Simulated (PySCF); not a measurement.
RuCl₃⁺ + 3 HF → RuF₃⁺ + 3 HCl

Level: PBE0 in the def2-TZVP basis family, computed in PySCF with density fitting; scalar-relativistic core potentials for atoms from Rb on, none lighter, no spin–orbit coupling; open shells unrestricted.

```json
{"species": "RuCl₃⁺", "state and structure": "triplet, D3h, Ru–Cl 2.095 Å (×3)", "E (Eh)": "-1474.81191", "ZPE (kJ/mol)": "10.5", "H(298 K) − H(0) (kJ/mol)": "17.6", "S° (J/(mol K))": "343.6"}
{"species": "HF", "state and structure": "singlet, C∞v, H–F 0.920 Å", "E (Eh)": "-100.39188", "ZPE (kJ/mol)": "24.9", "H(298 K) − H(0) (kJ/mol)": "8.7", "S° (J/(mol K))": "173.6"}
{"species": "RuF₃⁺", "state and structure": "quintet, C2v, Ru–F 1.764 Å, Ru–F 1.796 Å (×2); F–Ru–F 100.6° (×2), F–Ru–F 158.7°", "E (Eh)": "-393.88776", "ZPE (kJ/mol)": "16.9", "H(298 K) − H(0) (kJ/mol)": "15.4", "S° (J/(mol K))": "320.7"}
{"species": "HCl", "state and structure": "singlet, C∞v, H–Cl 1.279 Å", "E (Eh)": "-460.66440", "ZPE (kJ/mol)": "17.9", "H(298 K) − H(0) (kJ/mol)": "8.7", "S° (J/(mol K))": "186.6"}
```

(1) What is the electronic reaction energy?

(2) Add zero-point, thermal and entropy terms for 298.15 K and 1 bar.

Results:

(1) At PBE0/def2-TZVP, ΔE = 279.9 kJ/mol from the differences of the total energies times 2625.5, uphill. 

(2) ΔZPE = -14.6 and Δ[H(298) − H(0)] = -2.2 kJ/mol give ΔH° = 263.1 kJ/mol. ΔS° = 16.1 J/(mol K), so ΔG° = 263.1 − 298.15 × (0.0161) = 258 kJ/mol.

Open d or f shells are single determinants, so the state found may not be the ground state. The structures come from searches over a few start shapes, so lower isomers are not excluded.
